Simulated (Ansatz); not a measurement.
Geometry optimisation, Ansatz, RKS B3LYP-D4/6-31G*.

Input:

```yaml
crystal:
  periodic: [false, false, false]
  atoms:
    - { symbol: B, position_ang: [0.0, 0.0, 0.0] }
    - { symbol: O, position_ang: [0.0, 0.0, 1.76] }
    - { symbol: H, position_ang: [-0.9095, -0.2814, 2.0971] }
    - { symbol: H, position_ang: [1.0305, 0.0, -0.595] }
    - { symbol: F, position_ang: [-1.1431, 0.0, -0.66] }
    - { symbol: F, position_ang: [0.0726, 1.5356, 0.5108] }
    - { symbol: H, position_ang: [0.0505, 1.068, 1.4702] }
basis:
  gaussian: { orbitals: "6-31G*" }
hamiltonian:
  xc: b3lyp
  dispersion: d4
relax:
  f_tol: 0.15
  max_steps: 25
  restrain:
    - { distance: [0, 5], at: 1.32, k: 30.0 }
    - { distance: [6, 1], at: 1.01, k: 30.0 }
    - { distance: [0, 1], at: 2.61, k: 30.0 }
    - { distance: [6, 5], at: 2.12, k: 30.0 }
```

Command:

```bash
$ ansatz run input.yaml --threads 1 --pin off --max-ram 2048MiB --backend cpu --events-out ev --progress --plain --runs-dir out
```

Problem. Where does it end, and by what steps?

Solution. The run converged. The restraints hold the end off the free minimum. After 7 steps the energy has fallen by 2.192 eV (the restraints' own energy left out); B1 moved furthest, 0.59 Å. Parted: B1–O2, F6–H7.

```json
{"step": "0", "energy less start (eV)": "0.0000", "largest force component (eV/Å)": "4.760", "accepted": "yes"}
{"step": "1", "energy less start (eV)": "-1.0181", "largest force component (eV/Å)": "4.244", "accepted": "yes"}
{"step": "2", "energy less start (eV)": "-1.8139", "largest force component (eV/Å)": "2.919", "accepted": "yes"}
{"step": "3", "energy less start (eV)": "-2.1186", "largest force component (eV/Å)": "1.398", "accepted": "yes"}
{"step": "4", "energy less start (eV)": "-2.1451", "largest force component (eV/Å)": "1.207", "accepted": "yes"}
{"step": "5", "energy less start (eV)": "-2.0976", "largest force component (eV/Å)": "1.335", "accepted": "no"}
{"step": "6", "energy less start (eV)": "-2.1869", "largest force component (eV/Å)": "0.896", "accepted": "yes"}
{"step": "7", "energy less start (eV)": "-2.1920", "largest force component (eV/Å)": "0.755", "accepted": "yes"}
```

```xyz
7
Properties=species:S:1:pos:R:3
B 0.061 0.410 -0.420
O -0.014 -0.074 2.136
H -0.957 -0.301 2.177
H 1.056 -0.153 -0.742
F -1.132 -0.120 -0.640
F 0.100 1.654 0.043
H -0.015 0.907 2.029
```

Time of the run: 17 s on 1 thread of Arm Neoverse V1, on a shared host, peak memory 0.13 GiB.
